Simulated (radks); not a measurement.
The numbers below are computed, except where a source is named.
The nuclear charge of neutral neodymium is varied continuously with 60 electrons held in [Xe] 4f4 6s2. Level of theory: Dirac Kohn-Sham, PBEsol, spin-unpolarised, spherical densities, point nucleus; open shells are shared between the two j in proportion to 2j + 1 (a radial shooting solver on a logarithmic mesh with Libxc functionals). By the Hellmann-Feynman theorem dE/dZ = E(electron-nucleus)/Z, the electronic potential at the nucleus.

Z     E (hartree)  E(electron-nucleus)/Z (hartree)   HOMO  e(HOMO) (eV)  <r> HOMO (bohr)
60     -9626.3544                         -392.088  4f7/2        -1.611            1.141
60.2   -9704.9627                         -393.995  4f7/2        -4.029            1.085
60.4   -9783.9522                         -395.899  6s1/2        -5.839            4.069
60.6   -9863.3223                         -397.802  6s1/2        -7.112            3.924
60.8   -9943.0729                         -399.704  6s1/2        -8.453            3.794
61    -10023.2038                         -401.606  6s1/2        -9.856            3.676

 No converged solution with all levels bound was reached at Z = 59.8.
